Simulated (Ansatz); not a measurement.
Relaxation of AlBH$_{6}$OSi (10 atoms, charge 0, multiplicity 1), to a largest force component of 0.02 eV/Å in at most 50 steps.

All numbers below come from RKS LDA/def2-SVP (Ansatz 0.2.0).

```xyz
10
Properties=species:S:1:pos:R:3
Al -0.623 1.647 -1.719
O 0.220 0.485 -0.883
B 0.864 -0.454 -0.169
Si 0.078 -1.150 1.503
H -0.139 2.089 -3.107
H -1.874 2.243 -1.060
H 1.912 -0.814 -0.584
H 0.299 -2.588 1.717
H 0.692 -1.106 0.787
H -1.376 -0.956 1.600
```

**Question.** Where does it end, and by what steps?

**Answer.** It converged. The force dipped under the threshold on the way, but the program's further checks kept it going. After 37 steps the energy has fallen by 9.726 eV; H9 moved furthest, 1.96 Å. The start is strongly strained (largest force component 29 eV/Å), so its close contacts needn't be bonds. Parted: B3–H9.

| step | energy less start (eV) | largest force component (eV/Å) | accepted |
| --- | --- | --- | --- |
| 0 | 0.0000 | 28.681 | yes |
| 2 | -7.1511 | 4.010 | yes |
| 4 | -8.3413 | 0.860 | yes |
| 6 | -8.8926 | 0.812 | yes |
| 8 | -9.0594 | 0.356 | yes |
| 10 | -9.1173 | 0.139 | yes |
| 12 | -9.1329 | 0.339 | yes |
| 14 | -9.1557 | 0.449 | yes |
| 16 | -9.3003 | 0.665 | yes |
| 18 | -9.6040 | 0.318 | yes |
| 20 | -9.6690 | 0.902 | no |
| 22 | -9.7175 | 0.096 | yes |
| 24 | -9.7208 | 0.027 | yes |
| 26 | -9.7221 | 0.046 | yes |
| 28 | -9.7232 | 0.137 | no |
| 30 | -9.7242 | 0.099 | no |
| 32 | -9.7257 | 0.028 | yes |
| 34 | -9.7260 | 0.034 | yes |
| 36 | -9.7263 | 0.008 | yes |
| 37 | -9.7263 | 0.005 | yes |

```xyz
10
Properties=species:S:1:pos:R:3
Al -0.628 1.927 -1.609
O 0.292 0.755 -0.769
B 0.960 -0.180 -0.098
Si -0.009 -1.633 0.926
H -0.983 1.573 -3.117
H -1.009 3.228 -0.781
H 2.192 -0.150 -0.109
H 0.368 -1.600 2.390
H 0.385 -3.002 0.421
H -1.514 -1.523 0.833
```

Time of the run: 36 s on 2 threads of Intel(R) Xeon(R) Platinum 8488C (Sapphire Rapids), on a shared host, peak memory 0.17 GiB.
